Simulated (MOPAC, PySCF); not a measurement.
C₄H₁₁GaO₂, SMILES `C[CH2][Ga]([O]C)[O]C`, neutral singlet in the gas phase. 

Cartesian coordinates (Å):
SMILES: C[CH2][Ga]([O]C)[O]C
```xyz
18

C      2.5784     0.5142    -0.4396
C      1.7344    -0.7550    -0.4175
Ga    -0.1695    -0.5661    -0.0045
O     -1.1247     0.9018     0.3491
C     -0.7097     2.2288     0.4100
O     -1.2123    -2.0061     0.0540
C     -2.5831    -1.9883     0.3296
H      2.2220     1.2349    -1.1918
H      3.6306     0.2911    -0.6802
H      2.5730     1.0319     0.5320
H      1.7757    -1.2766    -1.3888
H      2.1258    -1.4803     0.3158
H      0.3672     2.3746     0.2005
H     -1.2685     2.8458    -0.3181
H     -0.9059     2.6536     1.4121
H     -2.8043    -2.6026     1.2218
H     -2.9765    -0.9724     0.5136
H     -3.1506    -2.4225    -0.5141
```
Charge 0, spin multiplicity 1.

All levels are single points at this geometry (PBE0-D3(BJ)/def2-SVP); Pople sets use spherical d functions. Orbital energies aren't observables, and empty levels follow the basis.

B3LYP/6-31G* in PySCF gives gap (eV) = 6.70.

Problem. Estimate the gap (eV) from each of these levels: PBE0-D3(BJ)/def2-TZVP in PySCF; ωB97X-D3(BJ)/def2-TZVP in PySCF; B3LYP/3-21G in PySCF; B3LYP/6-311+G** (LANL2DZ on Ga) in PySCF; B3LYP/LANL2DZ in PySCF; BP86/6-31G* in PySCF; PBE/6-31G* in PySCF; SVWN5/6-31G* in PySCF; HF/3-21G in PySCF; HF/6-31G* in PySCF; AM1 in MOPAC; PM3 in MOPAC.

Solution. 
```json
[
 {"level": "PBE0-D3(BJ)/def2-TZVP in PySCF", "gap (eV)": "7.33"},
 {"level": "ωB97X-D3(BJ)/def2-TZVP in PySCF", "gap (eV)": "11.76"},
 {"level": "B3LYP/3-21G in PySCF", "gap (eV)": "6.52"},
 {"level": "B3LYP/6-311+G** (LANL2DZ on Ga) in PySCF", "gap (eV)": "6.49"},
 {"level": "B3LYP/LANL2DZ in PySCF", "gap (eV)": "6.70"},
 {"level": "BP86/6-31G* in PySCF", "gap (eV)": "4.89"},
 {"level": "PBE/6-31G* in PySCF", "gap (eV)": "4.81"},
 {"level": "SVWN5/6-31G* in PySCF", "gap (eV)": "4.71"},
 {"level": "HF/3-21G in PySCF", "gap (eV)": "13.58"},
 {"level": "HF/6-31G* in PySCF", "gap (eV)": "13.55"},
 {"level": "AM1 in MOPAC", "gap (eV)": "8.39"},
 {"level": "PM3 in MOPAC", "gap (eV)": "8.01"}
]
```
